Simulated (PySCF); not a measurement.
Numbering as in the mapped SMILES `[N:1]#[C:2][CH2:3][SiH2:4][SiH3:5]`. Hydrogens are named by the atom that carries them.

GIAO PBE0/pcSseg-1 shifts (PySCF 2.14.0 with density-fitted response routines, gas phase, non-relativistic, equivalent atoms averaged), each against references optimised in the same way as the molecule (NH3, TMS).

On the GFN2-xTB geometry: N1 297.5, C2 123.1, C3 -3.6, Si4 -70.3, Si5 -119.6, H(Si4) 4.15, H(Si5) 3.63, H(C3) 1.69 ppm.

Problem. What changes on the PBE0-D3(BJ)/def2-SVP geometry?

Solution. 
```csv
atoms,δ (ppm),change
N1,305.0,+7.5
C2,122.1,-1.0
C3,-2.8,+0.8
Si4,-63.0,+7.3
Si5,-108.5,+11.1
H(Si4),4.11,-0.04
H(Si5),3.69,+0.06
H(C3),1.65,-0.04
```

Bonds between heavy atoms that differ most (equivalent bonds averaged): Si4–Si5 2.314 → 2.344 Å, C2–C3 1.425 → 1.448 Å, C3–Si4 1.931 → 1.917 Å, N1–C2 1.145 → 1.159 Å. Mean change of bonds to hydrogen: C–H +0.011 Å, Si–H +0.028 Å.
